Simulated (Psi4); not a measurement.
arsenic trifluoride (AsF3), singlet, geometry from GFN2-xTB; B3LYP/6-31G run with Psi4.

Psi4 was given this input:
```
memory 2 GB

molecule mol {
0 1
F    -0.843028   -1.170729   -0.507699
As    0.013194   -0.005516    0.423912
F     1.416347   -0.120513   -0.564356
F    -0.621699    1.311469   -0.482288
}

set {
  basis 6-31g
  reference rks
  e_convergence 1e-10
}

energy('b3lyp')
print_variables()
```

The log (banner, timings and long lists left out):

```
   => Loading Basis Set <=

    Name: 6-31G
    Role: ORBITAL
    Keyword: BASIS

         ---------------------------------------------------------
                                   SCF
               by Justin Turney, Rob Parrish, Andy Simmonett
                          and Daniel G. A. Smith
                              RKS Reference
         ---------------------------------------------------------

  ==> Geometry <==

    Molecular point group: c1
    Full point group: C1

    Geometry (in Angstrom), charge = 0, multiplicity = 1:

       Center              X                  Y                   Z               Mass
    ------------   -----------------  -----------------  -----------------  -----------------
         F           -0.843553882766    -1.170509264424    -0.524604564428    18.998403162730
         AS           0.012668117234    -0.005296264424     0.407006435572    74.921594570000
         F            1.415821117234    -0.120293264424    -0.581261564428    18.998403162730
         F           -0.622224882766     1.311688735576    -0.499193564428    18.998403162730

  Running in c1 symmetry.

  Rotational constants: A =      0.19209  B =      0.19209  C =      0.14286 [cm^-1]
  Rotational constants: A =   5758.81918  B =   5758.81910  C =   4282.94827 [MHz]
  Nuclear repulsion =  325.708020654297570

  Charge       = 0
  Multiplicity = 1
  Electrons    = 60
  Nalpha       = 30
  Nbeta        = 30

  ==> Algorithm <==

  SCF Algorithm Type is DF.
  DIIS enabled.
  MOM disabled.
  Fractional occupation disabled.
  Guess Type is SAD.
  Energy threshold   = 1.00e-10
  Density threshold  = 1.00e-06
  Integral threshold = 1.00e-12

  ==> Primary Basis <==

  Basis Set: 6-31G
    Blend: 6-31G
    Number of shells: 26
    Number of basis functions: 56
    Number of Cartesian functions: 56
    Spherical Harmonics?: false
    Max angular momentum: 2

  ==> DFT Potential <==

   => LibXC <=

    Version 7.1.2
    S. Lehtola, C. Steigemann, M. J. T. Oliveira, and M. A. L. Marques,  SoftwareX 7, 1–5 (2018) (10.1016/j.softx.2017.11.002)

   => Composite Functional: B3LYP <=

    B3LYP Hyb-GGA Exchange-Correlation Functional

    P. J. Stephens, F. J. Devlin, C. F. Chabalowski, and M. J. Frisch,  J. Phys. Chem. 98, 11623 (1994) (10.1021/j100096a001)

    Deriv               =              1
    GGA                 =           TRUE
    Meta                =          FALSE

    Exchange Hybrid     =           TRUE
    MP2 Hybrid          =          FALSE

   => Exchange Functionals <=

    0.0800   Slater exchange
    0.7200         Becke 88

   => Exact (HF) Exchange <=

    0.2000               HF

   => Correlation Functionals <=

    0.1900   Vosko, Wilk & Nusair (VWN5_RPA)
    0.8100   Lee, Yang & Parr

   => LibXC Density Thresholds  <==

    XC_HYB_GGA_XC_B3LYP:  1.00E-15

   => Molecular Quadrature <=

    Radial Scheme          =       TREUTLER
    Pruning Scheme         =           NONE
    Nuclear Scheme         =       TREUTLER

    Blocking Scheme        =         OCTREE
    BS radius alpha        =              1
    Pruning alpha          =              1
    Radial Points          =             75
    Spherical Points       =            302
    Total Points           =          87357
    Total Blocks           =            702
    Max Points             =            255
    Max Functions          =             54
    Weights Tolerance      =       1.00E-15

   => Loading Basis Set <=

    Name: (6-31G AUX)
    Role: JKFIT
    Keyword: DF_BASIS_SCF

  ==> Integral Setup <==

  SCF_SUBTYPE=INCORE selected. In-core MEM_DF algorithm will be used.
  Using in-core AOs.

  ==> MemDFJK: Density-Fitted J/K Matrices <==

    J tasked:                   Yes
    K tasked:                   Yes
    wK tasked:                   No
    Algorithm:                 Core
    Schwarz Cutoff:           1E-12
    Mask sparsity (%):       1.2755
    Fitting Condition:        1E-10

   => Auxiliary Basis Set <=

  Basis Set: (6-31G AUX)
    Blend: CC-PVDZ-JKFIT
    Number of shells: 119
    Number of basis functions: 452
    Number of Cartesian functions: 452
    Spherical Harmonics?: false
    Max angular momentum: 3

  Minimum eigenvalue in the overlap matrix is 8.8633582549E-04.
  Reciprocal condition number of the overlap matrix is 2.0442646959E-04.
    Using symmetric orthogonalization.

  ==> Pre-Iterations <==

  SCF Guess: Superposition of Atomic Densities via on-the-fly atomic UHF (no occupation information).

   -------------------------
    Irrep   Nso     Nmo
   -------------------------
     A         56      56
   -------------------------
    Total      56      56
   -------------------------

  ==> Iterations <==

                           Total Energy        Delta E     RMS |[F,P]|

   @DF-RKS iter SAD: -2531.63161866461087   -2.53163e+03   0.00000e+00
   @DF-RKS iter   1: -2534.04811150507521   -2.41649e+00   4.74186e-02 ADIIS/DIIS
   @DF-RKS iter   2: -2534.20379263321638   -1.55681e-01   4.66478e-02 ADIIS/DIIS
   @DF-RKS iter   3: -2534.95908612078938   -7.55293e-01   1.40513e-03 ADIIS/DIIS
   @DF-RKS iter   4: -2534.95898721483445    9.89060e-05   1.02503e-03 ADIIS/DIIS
   @DF-RKS iter   5: -2534.96007345966518   -1.08624e-03   2.24177e-05 DIIS
   @DF-RKS iter   6: -2534.96007405768887   -5.98024e-07   1.39826e-06 DIIS
   @DF-RKS iter   7: -2534.96007406046829   -2.77942e-09   3.32330e-07 DIIS
   @DF-RKS iter   8: -2534.96007406061290   -1.44610e-10   1.52885e-07 DIIS
   @DF-RKS iter   9: -2534.96007406063336   -2.04636e-11   4.14301e-08 DIIS
  Energy and wave function converged.

  ==> Post-Iterations <==

   Electrons on quadrature grid:
      Ntotal   =   60.0000938437 ; deviation = 9.384e-05

    Orbital Energies [Eh]
    ---------------------

    Doubly Occupied:

[...]
    Virtual:

[...]
    Final Occupation by Irrep:
              A
    DOCC [    30 ]
    NA   [    30 ]
    NB   [    30 ]

  @DF-RKS Final Energy: -2534.96007406063336

   => Energetics <=

    Nuclear Repulsion Energy =            325.7080206542975702
    One-Electron Energy =               -4179.1944798639760847
    Two-Electron Energy =                1410.8499230583877306
    DFT Exchange-Correlation Energy =     -92.3235379093431590
    Empirical Dispersion Energy =           0.0000000000000000
    VV10 Nonlocal Energy =                  0.0000000000000000
    Total Energy =                      -2534.9600740606338150

Computation Completed

Properties will be evaluated at   0.000000,   0.000000,   0.000000 [a0]

Properties computed using the SCF density matrix

 Multipole Moments:

 ------------------------------------------------------------------------------------
     Multipole            Electronic (a.u.)      Nuclear  (a.u.)        Total (a.u.)
 ------------------------------------------------------------------------------------

 L = 1.  Multiply by 2.5417464519 to convert [e a0] to [Debye]
 Dipole X            :          0.1017029           -0.0596605            0.0420425
 Dipole Y            :         -0.0424759            0.0249427           -0.0175332
 Dipole Z            :          3.2665666           -1.9167962            1.3497704
 Magnitude           :                                                    1.3505389

 ------------------------------------------------------------------------------------

  Variable Map:
  ----------------------------------------------------------------------------
[...]
  Array Variable Map:
  ----------------------------------------------------------------------------
[...]
[...]
```
